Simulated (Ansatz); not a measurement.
Worked example: the barrier

An elementary step of Si$_{3}$H$_{10}$O, singlet (Si₂H₆ ([SiH3][SiH3]) + SiH₄O ([OH][SiH3]) → Si₃H₈O ([SiH3][O][SiH2][SiH3]) + H₂; bonds formed: Si1–O7, H2–H6; bonds broken: Si1–H2, H6–O7). “Start” is the structure reached by relaxing down from the saddle towards the reactants; PBE0-D4/def2-TZVP structures. The saddle:

```
14
angstrom
Si -0.9597 0.1081 0.3396
H -0.5958 -1.5253 0.8256
H -0.8806 1.3638 -0.5090
H -2.4192 -0.1643 0.3858
Si -0.0051 0.7760 2.3653
H -0.0798 -1.5426 -0.2660
O -0.0381 -0.7561 -1.0182
Si 0.8764 -0.3191 -2.3660
H -0.2516 2.2082 2.6944
H 1.4705 0.5814 2.2623
H -0.5018 -0.0759 3.4802
H -0.0402 0.1204 -3.4408
H 1.6136 -1.5396 -2.7631
H 1.8113 0.7650 -1.9901
```

Computed with Ansatz 0.2.0 (basis: def2-TZVPP and def2-QZVPP); correlated methods freeze the cores.

Energies in eV:

| quantity | saddle | start |
| --- | --- | --- |
| Hartree–Fock, triple zeta (X = 3) | -25782.53448 | -25784.78366 |
| Hartree–Fock, quadruple zeta (X = 4) | -25783.40134 | -25785.64248 |
| MP2 correlation, X = 3 | -18.20384 | -17.59725 |
| MP2 correlation, X = 4 | -19.53987 | -18.92698 |
| CCSD(T) correlation, X = 3 | -20.76315 | -20.22267 |

(1) Work out the barrier at the basis limit: extrapolate Hartree–Fock as E(X) = E∞ + A exp(−7.88 √X) and the MP2 correlation as E(X) = E∞ + B X^−2.97 (the exponents that Neese and Valeev fitted for def2-TZVPP and QZVPP), then add CCSD(T) − MP2 in triple zeta.

No T1 diagnostic of these runs exceeds 0.014.

Results:

(1) Each step is linear, so take the differences first (saddle − start): Hartree–Fock 2.24918 (X = 3) and 2.24114 (X = 4); MP2 correlation -0.60659 and -0.61289; CCSD(T) correlation -0.54048.
Two points give E∞ = E(4) + w [E(4) − E(3)], with w = 1/(exp(7.88 (2 − √3)) − 1) = 0.1377 for Hartree–Fock and w = 1/((4/3)^2.97 − 1) = 0.7407 for the correlation.
Hartree–Fock: 2.24114 + 0.1377 × (-0.00804) = 2.2400 eV.
MP2 correlation: -0.61289 + 0.7407 × (-0.00630) = -0.6176 eV.
CCSD(T) − MP2: -0.54048 − (-0.60659) = 0.0661 eV.
Sum: 2.2400 + (-0.6176) + 0.0661 = 1.6885 eV, or 38.94 kcal/mol. Plain CCSD(T) in triple zeta gives 1.7087 eV, so the larger basis shifts the result by -0.0202 eV.

Labels in which every atom is bracketed show which atoms are joined, not bond orders.

For scale, one of the runs: CCSD(T)/def2-TZVPP, 297 basis functions, launched by `ansatz run in.yaml --threads 8 --pin off --events-out ev --progress --plain --max-ram 19148MiB`. The run took 2.2 min on 8 CPU threads of an Arm Neoverse V1 (shared host), with 9 GiB of host memory at its peak.
